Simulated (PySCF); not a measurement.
A geometry optimisation on `[NH2][GeH2][S][SiH3]`.

Method: PBE0-D3(BJ)/def2-SVP geometry optimisation, gas phase (PySCF 2.14.0). Start geometry: GFN2-xTB. A driver script takes a list of jobs; this job's settings line and coordinates (Å) are shown.

Command:
```bash
OMP_NUM_THREADS=1 python probes_run.py task.json out
```

Input:
```
{"job": {"xc": "PBE0", "basis": "def2-SVP", "d3": "d3bj", "grid": 1, "shake": 0.01, "kind": "geom"}, "charge": 0, "multiplicity": 1}
N     -1.507070     0.707640    -0.689740
Ge    -1.139170    -0.587600     0.497890
S      0.749200    -0.062810     1.461300
Si     2.077650     0.048510    -0.261880
H     -1.514440     1.671870    -0.345350
H     -2.382240     0.616790    -1.226790
H     -2.129610    -0.789780     1.618580
H     -1.033910    -1.833020    -0.340660
H      1.946640    -1.210460    -0.966810
H      3.346450     0.245690     0.360740
H      1.624620     1.167350    -1.083030
```

Output:
```
step   0  E = -2822.58903333  max force = 0.033235
step   1  E = -2822.59597611  max force = 0.011758
step   2  E = -2822.59681204  max force = 0.002449
step   3  E = -2822.59724045  max force = 0.002879
step   4  E = -2822.59757645  max force = 0.006672
step   5  E = -2822.59779922  max force = 0.002452
step   6  E = -2822.59793095  max force = 0.000768
step   7  E = -2822.59800197  max force = 0.001256
step   8  E = -2822.59803140  max force = 0.001289
step   9  E = -2822.59809666  max force = 0.000962
step  10  E = -2822.59812794  max force = 0.000696
step  11  E = -2822.59815090  max force = 0.000558
step  12  E = -2822.59815899  max force = 0.000358
optimisation converged
```

Energies in Eh; «max force» is the largest Cartesian gradient component in Eh/bohr.

Q: Give the first gradient maximum in eV/Å.

A: With 1 Eh/bohr = 51.422 eV/Å, 1.709 eV/Å.

Q: How much energy does the optimisation release, in kcal/mol?

A: E(step 0) − E(last step) = 0.009126 Eh, which is 5.7 kcal/mol.

In short: final energy -2822.59816 Eh after 12 steps; dipole 2.92 D.

Q: Give the final coordinates.

A: 0.429 Å rms from the input after alignment:
```
atom  x, y, z in Å
N1    -1.2565    0.5522   -0.7806
Ge2   -1.1794   -0.6657    0.5835
S3     0.7673   -0.2949    1.6021
Si4    1.8858    0.2172   -0.1682
H5    -1.4928    1.5073   -0.5286
H6    -1.7813    0.2702   -1.6032
H7    -2.2569   -0.5304    1.6777
H8    -1.2179   -2.0493   -0.0871
H9     1.6011   -0.7289   -1.2868
H10    3.3161    0.0744    0.2384
H11    1.6627    1.6213   -0.6154
```

On one thread, Arm Neoverse V1 (aarch64), no GPU (shared host), this took 82 s and 0.50 GiB of memory at its peak.
Labels such as C1 count atoms from 1, the log's own numbers from 0.
